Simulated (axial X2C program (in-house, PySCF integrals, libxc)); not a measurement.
## Outer orbitals of GeC at 1.799 Å, BP86

All values were computed with an axial X2C code built on PySCF integrals. Spin-free means the one-electron spin-free X2C Hamiltonian; two-component (2c) means X2C with spin–orbit coupling and atomic mean-field two-electron Coulomb and Gaunt terms, so the difference of the two also holds small scalar two-electron terms. Basis: Ge dyall-cv3z [9s9p7d4f1g], C dyall-v3z [7s6p2d1f] (cores contracted in-house); Gaussian nuclei, density fitting, unrestricted open shells. Masses: Ge 73.921 u, C 12.000 u.

The distance is close to the 2c PBE0 minimum; the highest filled and lowest empty levels are listed.

Spin-free orbitals, state M_S = 1, Λ = 1 (beyond evenly filled blocks: σα, π+α, π+β, π-α) (Löwdin shares):

| symmetry | occupied | ε (eV) | atomic character |
| --- | --- | --- | --- |
| σα | yes | -29.59 | 99% Ge d |
| δ-α | yes | -29.50 | 100% Ge d |
| δ+α | yes | -29.50 | 100% Ge d |
| σβ | yes | -29.48 | 99% Ge d |
| δ-β | yes | -29.47 | 100% Ge d |
| δ+β | yes | -29.47 | 100% Ge d |
| π-α | yes | -29.47 | 100% Ge d |
| π+α | yes | -29.47 | 100% Ge d |
| π+β | yes | -29.40 | 100% Ge d |
| π-β | yes | -29.40 | 100% Ge d |
| σα | yes | -16.33 | 49% C s, 30% Ge s, 9% Ge p |
| σβ | yes | -15.08 | 42% C s, 37% Ge s, 9% C p |
| σα | yes | -10.69 | 38% Ge s, 22% C p, 21% C s |
| σβ | yes | -9.49 | 36% Ge s, 24% Ge p, 23% C s |
| σα | yes | -6.70 | 52% C p, 30% Ge p, 12% Ge s |
| π-α | yes | -6.46 | 63% C p, 33% Ge p, 3% Ge d |
| π+α | yes | -6.46 | 63% C p, 33% Ge p, 3% Ge d |
| π+β | yes | -5.44 | 48% C p, 48% Ge p |
| π-β | no | -5.44 | 48% C p, 48% Ge p |
| σβ | no | -4.79 | 56% C p, 24% Ge p, 10% C s |
| π-α | no | -2.70 | 60% Ge p, 27% C p, 9% Ge d |
| π+α | no | -2.70 | 60% Ge p, 27% C p, 9% Ge d |

A filled and an empty partner (Λ and −Λ, same spin) share one energy because the functional has no current term.

Spinors with spin–orbit coupling (state Ω = 2):

```csv
ω,occupied,ε (eV),atomic character,λ mixture
1/2,yes,-29.79,99% Ge d,"58% σ, 42% π"
-3/2,yes,-29.78,100% Ge d,"85% δ, 15% π"
-1/2,yes,-29.77,100% Ge d,"58% π, 42% σ"
3/2,yes,-29.77,100% Ge d,"80% δ, 20% π"
1/2,yes,-29.28,99% Ge d,"58% π, 42% σ"
5/2,yes,-29.28,100% Ge d,100% δ
-1/2,yes,-29.26,99% Ge d,"58% σ, 42% π"
-5/2,yes,-29.25,100% Ge d,100% δ
3/2,yes,-29.25,100% Ge d,"80% π, 20% δ"
-3/2,yes,-29.20,100% Ge d,"85% π, 15% δ"
1/2,yes,-16.33,"49% C s, 30% Ge s, 9% Ge p",100% σ
-1/2,yes,-15.07,"42% C s, 38% Ge s, 9% C p",100% σ
1/2,yes,-10.68,"38% Ge s, 22% C p, 21% C s",100% σ
-1/2,yes,-9.49,"36% Ge s, 24% Ge p, 23% C s",100% σ
1/2,yes,-6.70,"52% C p, 30% Ge p, 12% Ge s",100% σ
-1/2,yes,-6.49,"63% C p, 33% Ge p, 3% Ge d",100% π
3/2,yes,-6.44,"64% C p, 32% Ge p, 3% Ge d",100% π
1/2,yes,-5.46,"49% Ge p, 48% C p",100% π
-3/2,no,-5.39,"49% C p, 48% Ge p",100% π
-1/2,no,-4.79,"56% C p, 24% Ge p, 10% C s",100% σ
-1/2,no,-2.73,"60% Ge p, 27% C p, 9% Ge d",100% π
3/2,no,-2.65,"61% Ge p, 26% C p, 9% Ge d",100% π
```

Problem. How does the gap between the highest filled and lowest empty level change from the spin-free to the 2c table?

Solution. From 0.00 to 0.07 eV at BP86, a change of 0.07 eV.

Mulliken charges and populations of the two-component result (they depend on the basis, above all on diffuse functions):

Ge 0.32 e (s 7.84 p 13.77 d 10.06 f 0.01), C -0.32 e (s 3.74 p 2.55 d 0.03). ⟨Lz⟩ = 1.00 ħ and ⟨Sz⟩ = 1.00 ħ (0.22 and 0.77 on the two atoms), which add up to Ω.

The state is one determinant whose occupation by symmetry is held fixed; it was picked as the lowest of a PBE0 search that is not exhaustive. Density functionals use the spin component along the axis (collinear). Other states lie close and PBE0, whose exact exchange favours high spin, may order them wrongly; the determinant shown need not be the ground state. The nearest other spin-free determinant of the search, M_S = 1, Λ = 0, lies 0.30 eV up at the distance of the search. The functionals have no current-density term, which raises determinants with orbital currents, atoms included. With several unpaired electrons one determinant need not be a pure state. Open-shell Ω = 0 determinants with evenly filled partner blocks cannot be reached by this program, so the Ω shown need not be the lowest component. The determinant is spin-polarised beyond a pure state at some levels (its spin-free form has ⟨S²⟩ too high), which makes Re and μ there less reliable.
